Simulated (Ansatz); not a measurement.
Stepwise reaction of `FB(F)Br` with hydrogen chloride, as a gas-phase model of exchange steps in deposition or etching. ΔE in kJ/mol; ΔG adds harmonic PBE0-D4 terms to CCSD(T)/CBS, at 1 bar.

Calculated with Ansatz (gas phase, PBE0-D4/def2-TZVP geometries, no zero-point term in ΔE). CCSD(T)/CBS is the MP2 limit (def2-TZVPP, def2-QZVPP) plus CCSD(T) − MP2 in def2-TZVPP, frozen cores. This one scheme is used for every species. DFT in def2-TZVPP. B3LYP here is the variant with VWN-RPA as its local correlation; programs differ in this. For Br outer-core shells are correlated without core-valence functions, which leaves a few kJ/mol of doubt a bond. Scalar relativity is left out up to krypton.

```csv
step,reaction,PBE-D4,B3LYP-D4,ωB97M-V,CCSD(T)/CBS,ΔG(400 K)
1,`FB(F)Br` + HCl → `FB(Cl)Br` + H–F,54.7,64.6,64.1,58.3,60.0
2,`FB(Cl)Br` + HCl → `ClB(Cl)Br` + H–F,51.2,60.7,60.6,52.1,58.8
```

Question: By hand: ΔE of the 2 steps together at CCSD(T)/CBS.

Answer: (58.3) + (52.1) = 110.4 kJ/mol, or 55.2 kJ/mol a step.

In ΔE each step is lower than the one before. All are uphill at CCSD(T)/CBS. ΔG lies between 58.8 and 60.0 kJ/mol a step. PBE-D4 differs from CCSD(T)/CBS by -3.6 to -0.9 kJ/mol a step. Isolated molecules leave out the surface, adducts and barriers. Largest T1 diagnostic: 0.011.
